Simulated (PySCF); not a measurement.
# Orbital picture of SiSe⁺

r²SCAN at R = 2.218 Å; PySCF, no relativity, basis sets Si def2-SVP, Se def2-SVP. State: ²Π (doublet), unpaired electrons π ↑. Only the outer orbitals are listed, counted within each symmetry.

```csv
spin,orbital,occ.,ε (eV),on Si (%),main shells (%)
α,10σ,1,-25.47,12,"85 Se s, 8 Si s"
α,11σ,1,-18.43,64,"64 Si s, 22 Se p, 13 Se s"
α,5π,1,-14.89,14,"86 Se p, 12 Si p"
α,12σ,1,-13.81,56,"43 Se p, 30 Si p, 25 Si s"
α,5π,1,-13.80,18,"81 Se p, 17 Si p"
α,6π,0,-10.29,85,"85 Si p, 13 Se p"
α,6π,0,-9.81,81,"81 Si p, 17 Se p"
α,13σ,0,-6.20,76,"68 Si p, 25 Se p"
β,10σ,1,-24.40,16,"81 Se s, 11 Si s"
β,11σ,1,-18.09,64,"64 Si s, 20 Se p, 15 Se s"
β,12σ,1,-13.65,55,"44 Se p, 32 Si p, 22 Si s"
β,5π,1,-13.49,23,"76 Se p, 22 Si p"
β,5π,0,-12.76,28,"71 Se p, 27 Si p"
β,6π,0,-9.82,76,"76 Si p, 22 Se p"
β,6π,0,-9.50,72,"72 Si p, 27 Se p"
```

Problem. Which are the highest filled and the lowest empty level, where do they sit, and how wide is the gap?

Solution. Highest filled β 5π at -13.49 eV (in %: 76 Se p, 22 Si p); lowest empty β 5π at -12.76 eV (in %: 71 Se p, 27 Si p); the gap at r²SCAN is 0.73 eV. Both belong to one degenerate shell, split only by its one-sided filling, so this is no excitation gap.

```json
{
 "bond order (Mayer)": "1.75",
 "⟨S²⟩": "0.757",
 "charge on Si (Mulliken, basis-dependent)": "0.77",
 "charge on Si (Löwdin, basis-dependent)": "0.64",
 "dipole moment (positive dipole points towards Se; it is taken about the centre of mass and depends on that origin)": "-4.08 D"
}
```

Spin–orbit coupling is left out. The state was picked by a PBE0 search and need not be the measured ground state.
